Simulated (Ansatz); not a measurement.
Ansatz (an electronic-structure program) input (MP2/6-31G*):

Ansatz 0.2 input:
```yaml
crystal:
  periodic: [false, false, false]
  atoms:
    - {symbol: C, position_ang: [1.11883000, -1.52529800, -0.09991500]}
    - {symbol: Si, position_ang: [0.07122600, -0.00195000, -0.15742900]}
    - {symbol: C, position_ang: [-1.40982400, -0.09405900, -1.26168400]}
    - {symbol: C, position_ang: [0.99507600, 1.60007600, -0.19462700]}
    - {symbol: N, position_ang: [-0.72647600, 0.01989400, 1.60572300]}
    - {symbol: H, position_ang: [1.62821400, -1.64321700, -1.05998900]}
    - {symbol: H, position_ang: [1.89306700, -1.46909000, 0.66800700]}
    - {symbol: H, position_ang: [0.52911100, -2.42985600, 0.06232000]}
    - {symbol: H, position_ang: [-2.06557600, 0.77203000, -1.15126300]}
    - {symbol: H, position_ang: [-1.99573100, -1.00068000, -1.09720300]}
    - {symbol: H, position_ang: [-1.07676000, -0.11267200, -2.30276200]}
    - {symbol: H, position_ang: [1.76984800, 1.65143500, 0.57310000]}
    - {symbol: H, position_ang: [0.33548800, 2.46339500, -0.08540900]}
    - {symbol: H, position_ang: [1.49544100, 1.69983700, -1.16147800]}
    - {symbol: H, position_ang: [-1.35137800, 0.81788300, 1.73031400]}
    - {symbol: H, position_ang: [-1.27739700, -0.82122500, 1.78409300]}
    - {symbol: H, position_ang: [-0.02064200, 0.07589500, 2.34157100]}
basis:
  gaussian:
    orbitals: 6-31G*
total_charge: 1
magnetization: {spin_polarized: false}
correlation: {method: mp2, electrons: outside_noble_gas}
relax: {f_tol: 0.003, max_steps: 120}
```

Output:

```
Functional definition: HF
these checks for a lower state are left out or cut short: cluster_reference
integrals: 0.08 GiB planned
1243 factors; integrals over basis functions are off by at most 4.1e-4 eV
mean field: 0.35 GiB planned
mean field evaluation 1: about -12615.4725 eV, gradient 4.7e1 eV
mean field evaluation 2: about -12615.5387 eV, gradient 4.7e1 eV
mean field evaluation 4: about -12620.6744 eV, gradient 3.1e0 eV
mean field evaluation 8: about -12620.7142 eV, gradient 1.4e-1 eV
mean field -12620.71427226 eV, -463.8026948782 hartree, gradient 7.9e-6 eV, S^2 0.000000; 0 other end points of the search recorded, 0 dependent functions left out
9 core orbitals not correlated
reference -12620.71427226 eV, -463.8026948782 hartree; 16, 16 occupied and 78, 78 virtual orbitals, 1243 factors
densities: 0.28 GiB planned
second order -17.44701006 eV of doubles, -0.00000000 eV of singles
the calculation of the forces begins
relax step   1: F+E_penalty+E_count = -12638.16128232 eV  Δ(F+E_penalty+E_count) = +0.000e0 eV  max|allowed force component| = 2.005e-1 eV/Å  Δτ_max = 0.0000 Å  (42 SCF iters, accepted)
these checks for a lower state are left out or cut short: starts, cluster_reference, orbital_swaps, neighbouring_geometries, increment
integrals: 0.08 GiB planned
1243 factors; integrals over basis functions are off by at most 4.1e-4 eV
mean field: 0.35 GiB planned
mean field evaluation 16: about -12620.7100 eV, gradient 7.0e-1 eV
mean field -12620.71127335 eV, -463.8025846701 hartree, gradient 7.8e-6 eV, S^2 0.000000; 0 other end points of the search recorded, 0 dependent functions left out
9 core orbitals not correlated
reference -12620.71127335 eV, -463.8025846701 hartree; 16, 16 occupied and 78, 78 virtual orbitals, 1243 factors
densities: 0.28 GiB planned
second order -17.45686300 eV of doubles, -0.00000000 eV of singles
the calculation of the forces begins
relax step   2: F+E_penalty+E_count = -12638.16813634 eV  Δ(F+E_penalty+E_count) = -6.854e-3 eV  max|allowed force component| = 5.782e-2 eV/Å  Δτ_max = 0.0118 Å  (31 SCF iters, accepted)
these checks for a lower state are left out or cut short: starts, cluster_reference, orbital_swaps, neighbouring_geometries, increment
integrals: 0.08 GiB planned
1243 factors; integrals over basis functions are off by at most 4.1e-4 eV
mean field: 0.35 GiB planned
mean field -12620.70797874 eV, -463.8024635955 hartree, gradient 3.7e-6 eV, S^2 0.000000; 0 other end points of the search recorded, 0 dependent functions left out
9 core orbitals not correlated
reference -12620.70797874 eV, -463.8024635955 hartree; 16, 16 occupied and 78, 78 virtual orbitals, 1243 factors
densities: 0.28 GiB planned
second order -17.46110914 eV of doubles, -0.00000000 eV of singles
the calculation of the forces begins
relax step   3: F+E_penalty+E_count = -12638.16908787 eV  Δ(F+E_penalty+E_count) = -9.515e-4 eV  max|allowed force component| = 1.668e-2 eV/Å  Δτ_max = 0.0077 Å  (32 SCF iters, accepted)
these checks for a lower state are left out or cut short: starts, cluster_reference, orbital_swaps, neighbouring_geometries, increment
integrals: 0.08 GiB planned
1243 factors; integrals over basis functions are off by at most 4.1e-4 eV
mean field: 0.35 GiB planned
mean field evaluation 32: about -12620.7084 eV, gradient 8.5e-2 eV
mean field -12620.70837879 eV, -463.8024782972 hartree, gradient 1.1e-6 eV, S^2 0.000000; 0 other end points of the search recorded, 0 dependent functions left out
9 core orbitals not correlated
reference -12620.70837879 eV, -463.8024782972 hartree; 16, 16 occupied and 78, 78 virtual orbitals, 1243 factors
densities: 0.28 GiB planned
second order -17.46074388 eV of doubles, -0.00000000 eV of singles
the calculation of the forces begins
relax step   4: F+E_penalty+E_count = -12638.16912268 eV  Δ(F+E_penalty+E_count) = -3.480e-5 eV  max|allowed force component| = 8.873e-3 eV/Å  Δτ_max = 0.0018 Å  (30 SCF iters, accepted)
these checks for a lower state are left out or cut short: starts, cluster_reference, orbital_swaps, neighbouring_geometries, increment
integrals: 0.08 GiB planned
1243 factors; integrals over basis functions are off by at most 4.1e-4 eV
mean field: 0.35 GiB planned
mean field -12620.70851906 eV, -463.8024834521 hartree, gradient 1.6e-6 eV, S^2 0.000000; 0 other end points of the search recorded, 0 dependent functions left out
9 core orbitals not correlated
reference -12620.70851906 eV, -463.8024834521 hartree; 16, 16 occupied and 78, 78 virtual orbitals, 1243 factors
densities: 0.28 GiB planned
second order -17.46061056 eV of doubles, -0.00000000 eV of singles
the calculation of the forces begins
relax step   5: F+E_penalty+E_count = -12638.16912962 eV  Δ(F+E_penalty+E_count) = -6.949e-6 eV  max|allowed force component| = 1.268e-3 eV/Å  Δτ_max = 0.0009 Å  (29 SCF iters, accepted)
these checks for a lower state are left out or cut short: cluster_reference
integrals: 0.08 GiB planned
1243 factors; integrals over basis functions are off by at most 4.1e-4 eV
mean field: 0.35 GiB planned
mean field -12620.70851906 eV, -463.8024834521 hartree, gradient 1.6e-6 eV, S^2 0.000000; 1 other end points of the search recorded, 0 dependent functions left out
9 core orbitals not correlated
reference -12620.70851906 eV, -463.8024834521 hartree; 16, 16 occupied and 78, 78 virtual orbitals, 1243 factors
densities: 0.28 GiB planned
second order -17.46061056 eV of doubles, -0.00000000 eV of singles
the calculation of the forces begins
Total energy: -12638.16912962 eV, -464.4441490550 hartree
Atom 0 at     1.126047    -1.533758    -0.101991 Å, force     0.000041     0.000124    -0.000084 eV/Å
Atom 1 at     0.074031    -0.002027    -0.163629 Å, force     0.000331    -0.000009    -0.000732 eV/Å
Atom 2 at    -1.417019    -0.094865    -1.270376 Å, force     0.000135    -0.000066    -0.000039 eV/Å
Atom 3 at     1.001190     1.609175    -0.197420 Å, force    -0.000062    -0.000061    -0.000129 eV/Å
Atom 4 at    -0.729031     0.019964     1.611369 Å, force    -0.000574     0.000016     0.001268 eV/Å
Atom 5 at     1.640619    -1.659715    -1.060518 Å, force    -0.000074    -0.000166     0.000400 eV/Å
Atom 6 at     1.899970    -1.478125     0.669426 Å, force    -0.000161     0.000158    -0.000015 eV/Å
Atom 7 at     0.535299    -2.439775     0.063199 Å, force    -0.000089     0.000207     0.000033 eV/Å
Atom 8 at    -2.075354     0.771763    -1.157726 Å, force     0.000165    -0.000044     0.000151 eV/Å
Atom 9 at    -2.005302    -1.002144    -1.103331 Å, force     0.000172     0.000055     0.000137 eV/Å
Atom 10 at    -1.092400    -0.114119    -2.316166 Å, force    -0.000341     0.000005     0.000277 eV/Å
Atom 11 at     1.775739     1.661558     0.573598 Å, force    -0.000161    -0.000161     0.000004 eV/Å
Atom 12 at     0.340201     2.473838    -0.085222 Å, force    -0.000078    -0.000211     0.000027 eV/Å
Atom 13 at     1.505825     1.717586    -1.163346 Å, force    -0.000071     0.000174     0.000397 eV/Å
Atom 14 at    -1.356344     0.821952     1.743890 Å, force     0.000584    -0.000294    -0.000413 eV/Å
Atom 15 at    -1.286932    -0.822086     1.795663 Å, force     0.000320     0.000450    -0.000542 eV/Å
Atom 16 at    -0.024022     0.073178     2.355949 Å, force    -0.000137    -0.000177    -0.000740 eV/Å
Dipole moment:    -0.387479     0.010611     0.856442 e Å
Checks for a lower state left out: cluster_reference
```

The dipole moment of an ion depends on the origin.

The geometry given is a B3LYP-D3(BJ)/def2-TZVP minimum.
